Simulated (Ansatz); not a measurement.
`B[SiH2][CH]1[NH][AlH]1` + `[CH3][AlH][CH3]` → `B[SiH2][CH2][AlH][CH3]` + `[CH2]1[NH][AlH]1`  (formal exchange of groups at the Si–C bond)

Program: Ansatz. Geometries: PBE0-D4/def2-TZVP. ΔE: electronic, gas phase. CCSD(T)/CBS is the MP2 limit (def2-TZVPP, def2-QZVPP) plus CCSD(T) − MP2 in def2-TZVPP, frozen cores. Functionals use def2-TZVPP. B3LYP here is the variant with VWN-RPA as its local correlation; programs differ in this. One conformer a species, not always the lowest.

```tsv
level	ΔE (kJ/mol)	difference from CCSD(T)/CBS
PBE-D4	-5.0	2.0
r2SCAN-D4	-5.9	1.1
PBE0-D4	-7.7	-0.7
B3LYP-D4	-3.9	3.1
ωB97X-V	-8.4	-1.4
ωB97M-V	-9.5	-2.5
B2PLYP	-1.5	5.5
PBE	-1.3	5.7
r2SCAN	-5.0	2.0
PBE0	-4.5	2.5
B3LYP	2.0	9.0
HF/def2-TZVPP	2.9	9.9
MP2/def2-TZVPP	-7.2	-0.2
SCS-MP2/def2-TZVPP	-5.3	1.7
CCSD/def2-TZVPP	-6.9	0.1
CCSD(T)/def2-TZVPP	-7.7	-0.7
HF/def2-QZVPP	3.0	10.0
MP2/def2-QZVPP	-6.8	0.2
SCS-MP2/def2-QZVPP	-4.7	2.3
HF/CBS(def2)	3.0	10.0
MP2/CBS(def2)	-6.5	0.5
CCSD/CBS(def2)	-6.2	0.8
CCSD(T)/CBS	-7.0	0
```

Largest T1 diagnostic among the species: 0.015.

In def2-TZVPP, CCSD(T) changes the Hartree–Fock value by −10.5 kJ/mol (the triples alone add −0.7 kJ/mol) and MP2 by −10.1 kJ/mol. From PBE to PBE0 (25 % exact exchange), in def2-TZVPP and without D4, ΔE moves by −3.3 kJ/mol.
